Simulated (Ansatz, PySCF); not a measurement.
Spin states of FeO2 (SMILES [O]=[Fe]=[O]), each relaxed with B3LYP-D3(BJ)/def2-TZVP.
State 1 (charge 0, multiplicity 5):
| atom | x (Å) | y (Å) | z (Å) |
|---|---|---|---|
| Fe | 0.3219 | -0.2412 | 0.3282 |
| O | 0.8732 | 0.3124 | -1.0711 |
| O | -1.2282 | -0.0239 | 0.6726 |
State 2 (charge 0, multiplicity 3):
| atom | x (Å) | y (Å) | z (Å) |
|---|---|---|---|
| Fe | 0.2000 | -0.1483 | 0.2020 |
| O | 1.0262 | 0.2765 | -1.0760 |
| O | -1.2594 | -0.0809 | 0.8038 |

```tsv
level	energy of the multiplicity-3 state less that of the multiplicity-5 state (kcal/mol)	cost
SVWN5/def2-TZVPP	-1.75	×0.6
PBE/def2-TZVPP	-1.57	×1
PBE-D3(BJ)/def2-TZVPP	-1.56	×1
PBE-D4/def2-TZVPP	-1.56	×1
BLYP/def2-TZVPP	-3.38	×1
BLYP-D3(BJ)/def2-TZVPP	-3.34	×1
BLYP-D4/def2-TZVPP	-3.32	×1
r2SCAN/def2-TZVPP	2.62	×2
r2SCAN-D4/def2-TZVPP	2.62	×2
r2SCANh/def2-TZVPP	4.84	×1
B3LYP-D3(BJ)/def2-TZVPP	1.87	×0.7
B3LYP-D4/def2-TZVPP	1.87	×0.7
PBE0/def2-TZVPP	4.92	×1
PBE0-D3(BJ)/def2-TZVPP	4.93	×1
PBE0-D4/def2-TZVPP	4.93	×1
CAM-B3LYP/def2-TZVPP	2.98	×1
CAM-B3LYP-D3(BJ)/def2-TZVPP	2.99	×1
CAM-B3LYP-D4/def2-TZVPP	2.99	×1
wB97X-V/def2-TZVPP	3.34	×4
wB97M-V/def2-TZVPP	2.82	×5
```

The rows run from -3.38 (BLYP/def2-TZVPP) to 4.93 kcal/mol (PBE0-D3(BJ)/def2-TZVPP). The dispersion term adds 0.02 in PBE-D3(BJ), 0.01 in PBE-D4, 0.04 in BLYP-D3(BJ). The 9 functionals in def2-TZVPP without D3 or D4 span 8.30, from BLYP to PBE0.

Singlets are restricted, other states unrestricted; no spin–orbit coupling, no relativity up to Kr; see below for the cores. The largest T1 diagnostic is 0.114.

Doubts at one or more of the structures used: a spin-contaminated determinant (r2SCANh/def2-TZVPP, PBE0/def2-TZVPP, PBE0-D3(BJ)/def2-TZVPP, PBE0-D4/def2-TZVPP, CAM-B3LYP/def2-TZVPP, CAM-B3LYP-D3(BJ)/def2-TZVPP, CAM-B3LYP-D4/def2-TZVPP, wB97X-V/def2-TZVPP, wB97M-V/def2-TZVPP).

Run with Ansatz (Gaussian basis) for Hartree–Fock, density functionals and correlated methods; PySCF for the dispersion terms. Values without a source in brackets are computed.

Costs are rough ratios of core time to PBE/def2-TZVPP (about 20 s over the structures, on one shared machine); a dash marks a level with no comparable run of its own.

Ansatz is an electronic-structure program.
